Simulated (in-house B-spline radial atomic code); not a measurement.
Settings and results of a run for Se V (Se4+). Level of theory: scalar-relativistic (X2C) PBEsol, spin-polarised, spherical fractional occupations, Fermi nucleus of rms radius 4.14 fm; calculated with a radial B-spline atomic code at the basis-set limit.

Command:
```bash
python run_scf.py task.json out
```
Settings (nuclear radius in fm, mass in u):
```
Z                34
configuration    [Ar] 3d10 4s2
hamiltonian      x2c
method           pbesol
spin_polarised   True
nucleus          fermi
rms_radius       4.14
atomic_mass      79.91652
speed_of_light   137.035999084
```

Output (hartree, bohr):
```
 radial grid: 68 intervals, B-splines of order 8, outer radius 22.1277 bohr

 iter        energy (Eh)    residual
    1       -2419.773343    3.65e-01
    2       -2420.319890    4.63e-01
    3       -2424.005142    2.21e-02
    4       -2424.015101    8.36e-03
    5       -2424.015917    1.69e-03
    6       -2424.015940    7.08e-04
    7       -2424.015949    1.82e-04
    8       -2424.015949    1.48e-06
    9       -2424.015949    2.50e-08

 total energy                     -2424.01595
 kinetic                            2481.7619
 electron-nucleus                  -5798.2823
 Hartree                             977.5834
 exchange-correlation                -85.0789

 orbital      occ     eigenvalue          <r>       <r^2>       <1/r>       r_max
 1s up      1.000      -460.6001    0.0436991  0.00258279      35.311     0.02834
 1s down    1.000      -460.6001    0.0436991  0.00258279      35.311     0.02834
 2s up      1.000       -60.8665      0.19575   0.0452523     7.75717      0.1645
 2s down    1.000       -60.8665      0.19575   0.0452523     7.75717      0.1645
 2p up      3.000       -53.7895     0.171046   0.0358375     7.48553      0.1316
 2p down    3.000       -53.7895     0.171046   0.0358375     7.48553      0.1316
 3s up      1.000        -9.7136     0.573933    0.379322     2.51182      0.5026
 3s down    1.000        -9.7136     0.573933    0.379322     2.51182      0.5026
 3p up      3.000        -7.4983     0.588808     0.40663     2.34221      0.5004
 3p down    3.000        -7.4983     0.588808     0.40663     2.34221      0.5004
 3d up      5.000        -3.8330     0.623737     0.48337     2.04397      0.4516
 3d down    5.000        -3.8330     0.623737     0.48337     2.04397      0.4516
 4s up      1.000        -2.2684      1.58777     2.84331    0.840701        1.42
 4s down    1.000        -2.2684      1.58777     2.84331    0.840701        1.42
```

Cost of the run: 0.41 s on 1 thread of Arm Neoverse N1, with other jobs on the host.

One-electron X2C: radii and densities carry no picture-change correction, so inner-shell <1/r> comes out high (for 1s by about 2 % at Z = 33, 5 % at 54, 10 % at 75, 30 % at 118) and <r> low.
